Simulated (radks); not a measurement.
Species: Rh XXXIX. Configuration: [He] 2s2 2p3.

Calculated with a radial shooting solver on a logarithmic mesh with Libxc functionals: non-relativistic Kohn-Sham, r2SCAN, spin-polarised, spherical densities, point nucleus; open shells are filled with parallel spins first (spin-orbit coupling, left out, can overturn this in heavy ions); meta-GGA in the generalised Kohn-Sham scheme; relativity is left out, which matters for an element this heavy.

Energy parts (eV):
total: -84350.572
kinetic: 84344.248
electron-nucleus: -173749.587
Hartree: 6567.203
exchange-correlation: -1512.436

Orbitals (lengths in bohr, moments of r in powers of bohr; r(90%) holds 90 % of the orbital's charge):
orbital  occ.  eigenvalue (eV)  r(90%)
1s up       1        -25269.28  0.0601
1s down     1        -25227.92  0.0599
2s up       1        -5672.666   0.215
2s down     1        -5609.256   0.216
2p up       3        -5519.650   0.192
2p down     0        -5435.920   0.193

The highest occupied level is 2p up at -5519.6 eV. Summed over all electrons, <r^2> = 0.1009 bohr^2, which gives a Langevin (diamagnetic) susceptibility term of -0.0799 x 10^-6 cm^3/mol. The electron density at the nucleus is 6.327e+04 e/bohr^3. The density falls to 0.001 e/bohr^3 at r = 0.49 bohr.
